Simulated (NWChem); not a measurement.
Everything below was run with NWChem. System: CH3O3Re, charge 0, spin multiplicity 1, at a geometry optimised with PBE0/def2-SVP with def2 effective core potentials on Re. The structure started from a generated list of species. Level: RHF/def2-TZVP with def2 effective core potentials on Re.

Input file:

```
start mol
memory heap 200 mb stack 900 mb global 1100 mb
geometry units angstroms nocenter noautoz
  Re    -0.035558    -0.070381     0.000000
  O     -0.974429    -0.119180     1.413151
  O     -0.974429    -0.119180    -1.413151
  O      1.210114    -1.223304     0.000000
  C      0.898657     1.778283     0.000000
  H      0.133554     2.569740     0.000000
  H      1.525636     1.866237    -0.900526
  H      1.525636     1.866237     0.900526
  symmetry group Cs
end
basis spherical
  * library def2-tzvp
end
ecp
  Re library def2-ecp
end
scf
  rhf
  nopen 0
  maxiter 100
  thresh 1e-7
  semidirect memsize 60000000 filesize 0
end
task scf energy
```

NWChem printed:

```
             Northwest Computational Chemistry Package (NWChem) 7.3.0
             --------------------------------------------------------

                                NWChem Input Module
                                -------------------

 Scaling coordinates for geometry "geometry" by  1.889725989
 (inverse scale =  0.529177249)

 Turning off AUTOSYM since
 SYMMETRY directive was detected!

                             Geometry "geometry" -> ""
                             -------------------------

 Output coordinates in angstroms (scale by  1.889725989 to convert to a.u.)

  No.       Tag          Charge          X              Y              Z
 ---- ---------------- ---------- -------------- -------------- --------------
    1 Re                  75.0000    -0.03555800    -0.07038100     0.00000000
    2 O                    8.0000    -0.97442900    -0.11918000     1.41315100
    3 O                    8.0000    -0.97442900    -0.11918000    -1.41315100
    4 O                    8.0000     1.21011400    -1.22330400     0.00000000
    5 C                    6.0000     0.89865700     1.77828300     0.00000000
    6 H                    1.0000     0.13355400     2.56974000     0.00000000
    7 H                    1.0000     1.52563600     1.86623700    -0.90052600
    8 H                    1.0000     1.52563600     1.86623700     0.90052600

 Effective nuclear repulsion energy (a.u.)     802.9749461904

            Nuclear Dipole moment (a.u.)
            ----------------------------
        X                 Y               Z
 ---------------- ---------------- ----------------
    -0.0000642507     0.0000472431     0.0000000000

      Symmetry information
      --------------------

 Group name             Cs
 Group number              2
 Group order               2
 No. of unique centers     6

      Symmetry unique atoms

     1    2    4    5    6    7


 Summary of "ao basis" -> "" (spherical)
 ------------------------------------------------------------------------------
       Tag                 Description            Shells   Functions and Types
[...]
 Vector   26  Occ=0.000000D+00  E= 2.607893D-02  Symmetry=a'
              MO Center=  1.4D-01, -1.0D-01, -8.1D-12, r^2= 2.3D+00
   Bfn.  Coefficient  Atom+Function         Bfn.  Coefficient  Atom+Function
  ----- ------------  ---------------      ----- ------------  ---------------
    23      0.486280  1 Re d  2              28      0.293575  1 Re d  2
   114     -0.259639  4 O  px                19      0.248778  1 Re d -2
   167      0.198832  6 H  s                108     -0.185318  4 O  px
   111     -0.166065  4 O  px                33      0.164705  1 Re d  2
   115     -0.158087  4 O  py                21     -0.152668  1 Re d  0

 Vector   27  Occ=0.000000D+00  E= 7.524674D-02  Symmetry=a'
              MO Center=  3.7D-01,  7.4D-01,  3.7D-15, r^2= 8.5D+00
   Bfn.  Coefficient  Atom+Function         Bfn.  Coefficient  Atom+Function
  ----- ------------  ---------------      ----- ------------  ---------------
   138      3.626633  5 C  s                  6     -2.227414  1 Re s
    17     -1.073383  1 Re py               146     -0.690068  5 C  py
   167     -0.632217  6 H  s                173     -0.632256  7 H  s
   179     -0.632256  8 H  s                 16     -0.542442  1 Re px
    29     -0.390966  1 Re d -2             145     -0.348718  5 C  px

------------------------------------------------------------
EAF file 0: "./mol.aoints.0" size=524288 bytes
------------------------------------------------------------
               write      read    awrite     aread      wait
               -----      ----    ------     -----      ----
     calls:        1        25         0         0         0
   data(b): 5.24e+05  1.31e+07  0.00e+00  0.00e+00
   time(s): 0.00e+00  0.00e+00  0.00e+00  0.00e+00  0.00e+00
rate(mb/s): 0.00e+00  0.00e+00
------------------------------------------------------------

 center of mass
 --------------
 x =  -0.03379536 y =  -0.06687874 z =   0.00000000

 moments of inertia (a.u.)
 ------------------
         507.606641997717         -20.028323018610           0.000000000000
         -20.028323018610         478.066867074895           0.000000000000
           0.000000000000           0.000000000000         517.734668698205

  Mulliken analysis of the total density
  --------------------------------------

    Atom       Charge   Shell Charges
 -----------   ------   -------------------------------------------------------
    1 Re  15    13.12   0.03 -0.39  1.78  0.64  0.50 -0.00  2.45  3.07  0.72  0.17  2.29  1.53  0.15  0.21
    2 O    8     8.59   0.79  1.18  0.59  0.99  0.36  1.77  2.01  0.87  0.00  0.03  0.00
    3 O    8     8.59   0.79  1.18  0.59  0.99  0.36  1.77  2.01  0.87  0.00  0.03  0.00
    4 O    8     8.59   0.79  1.18  0.59  0.99  0.36  1.77  2.01  0.87  0.00  0.03  0.00
    5 C    6     6.65   0.85  1.12  0.46  0.75  0.09  1.23  1.58  0.50  0.01  0.03  0.00
    6 H    1     0.82   0.26  0.47  0.08  0.02
    7 H    1     0.82   0.26  0.47  0.08  0.02
    8 H    1     0.82   0.26  0.47  0.08  0.02

       Multipole analysis of the density wrt the origin
       ------------------------------------------------

     L   x y z        total         open         nuclear
     -   - - -        -----         ----         -------
     0   0 0 0      0.000000      0.000000     48.000000

     1   1 0 0      0.659114      0.000000      4.031628
     1   0 1 0      1.304257      0.000000      7.980096
     1   0 0 1      0.000000      0.000000      0.000000

     2   2 0 0    -37.581626      0.000000    130.146140
     2   1 1 0      2.873834      0.000000     20.279912
     2   1 0 1     -0.000000      0.000000      0.000000
     2   0 2 0    -33.348007      0.000000    160.042007
     2   0 1 1     -0.000000      0.000000      0.000000
     2   0 0 2    -39.033404      0.000000    119.894292

 Task  times  cpu:       50.8s     wall:       50.8s

 Total times  cpu:       50.9s     wall:       50.9s
```
